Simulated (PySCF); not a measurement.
## Magnetisability: `C=CC[B@H-](Br)[NH2+]C`, C₄H₁₁BBrN

Geometry:
```
atom   x (Å)   y (Å)   z (Å)
  C1  -2.228   1.004  -0.296
  C2  -1.879  -0.185  -0.768
  C3  -1.092  -1.202  -0.018
  B4   0.487  -1.096  -0.423
 Br5   1.638  -2.274   0.709
  N6   0.934   0.416   0.005
  C7   2.224   0.871  -0.518
  H8  -2.044   1.286   0.731
  H9  -2.765   1.724  -0.891
 H10  -2.105  -0.435  -1.797
 H11  -1.470  -2.198  -0.255
 H12  -1.226  -1.051   1.058
 H13   0.727  -1.240  -1.575
 H14   0.168   1.027  -0.299
 H15   0.961   0.435   1.026
 H16   2.198   0.859  -1.606
 H17   3.003   0.186  -0.184
 H18   2.462   1.879  -0.176
```

Method: PySCF 2.14.0, GIAO revPBE/STO-3G magnetisability, non-relativistic, IEF-PCM chloroform. Geometry: GFN2-xTB.

The calculation is non-relativistic, which matters for the atoms heavier than Zn.

**Question.** What are the magnetisability and the molar susceptibility?

**Answer.** Isotropic -1556 × 10⁻³⁰ J/T², or -93.7 × 10⁻⁶ cm³/mol; principal values -1700, -1507, -1462 × 10⁻³⁰ J/T², anisotropy 218 × 10⁻³⁰ J/T² (root of half the summed squared differences of the principal values). The susceptibility is in cgs units.

**Question.** Split it along the inertial axes a, b, c into diamagnetic and paramagnetic parts about the centre of mass, with the quadrupole moment.

**Answer.** 
```csv
axis,χ (10⁻⁶ cm³/mol),diamagnetic (10⁻⁶ cm³/mol),paramagnetic (10⁻⁶ cm³/mol),summed x² of all electrons (Å²),quadrupole Θ (D Å)
a,-90.7,-602.8,512.0,283.8,-8.18
b,-101.0,-1319.8,1218.8,114.8,+8.73
c,-89.5,-1691.0,1601.5,27.3,-0.55
```
Anisotropies 2χaa − χbb − χcc = +9.1 and 2χbb − χaa − χcc = -21.8 × 10⁻⁶ cm³/mol. Θ is traceless in Buckingham's convention.
